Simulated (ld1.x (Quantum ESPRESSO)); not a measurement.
## boron ultrasoft: all-electron and pseudo phase curves

B, ultrasoft, made with ld1.x (Quantum ESPRESSO) 7.5 (Wu–Cohen, scalar-relativistic). Core [He], reference 2s2 2p0 (charge +1). Waves: 2s (bound): rcut 0.90, rcutus 1.10 bohr; 2s channel at 2.85 Ry: rcut 0.90, rcutus 1.10 bohr; 2p (bound, empty): rcut 3.55, rcutus 3.80 bohr; 2p channel at -0.65 Ry: rcut 3.55, rcutus 3.80 bohr. Local part: all-electron potential smoothed inside 3.30 bohr (lloc = -2). Core correction: none. Augmentation charge: built from norm-conserving waves at rcut, not smoothed further.

The phase is arctan(r·u′/u) with u = r·R(r), unwrapped; energies in Ry, scanned from -3 to 5 Ry. A pole is an energy at which the radial function vanishes at the test radius. The pseudo phase is shifted by a multiple of π to meet the all-electron one at the reference energy, and phase errors are pseudo minus all-electron; the curves can meet again beyond the range given. Levels narrower than the energy grid can be missing from the lists of poles.

```json
{"channel": "s", "radius (bohr)": "4.09", "reference energy (Ry)": "-1.43", "poles, all-electron": "-1.39, 0.93, 4.36", "poles, pseudo": "-1.39, 0.88, 3.98", "unbroken range about the reference energy with phases within 0.05 rad": "below -0.3", "phase error 1 Ry above the reference energy (rad)": "-0.027"}
{"channel": "p", "radius (bohr)": "4.09", "reference energy (Ry)": "-0.97", "poles, all-electron": "-0.92, 1.04, 4.11", "poles, pseudo": "-0.91, -0.46", "unbroken range about the reference energy with phases within 0.05 rad": "-1.0 to -0.8", "phase error 1 Ry above the reference energy (rad)": "-1.872"}
```

Note: ghost state, extra bound levels that the all-electron valence spectrum of the same l lacks: p at -16.1 eV. A true bound ghost makes a file unfit for plane-wave use.

Phases in the p channel:

```
E (Ry)  all-electron  pseudo
 -3.00         1.414   1.421
 -2.52         1.396   1.406
 -2.04         1.368   1.384
 -1.56         1.315   1.344
 -1.08         0.924   1.027
 -0.60        -1.877  -1.843
 -0.12        -2.454  -4.949
  0.36        -4.340  -5.067
  0.84        -4.655  -5.298
  1.32        -4.778  -6.038
  1.80        -4.917  -7.156
  2.28        -5.533  -7.526
  2.76        -7.503  -7.663
  3.24        -7.734  -7.734
  3.72        -7.813  -7.778
  4.20        -7.862  -7.809
  4.68        -7.908  -7.834
```
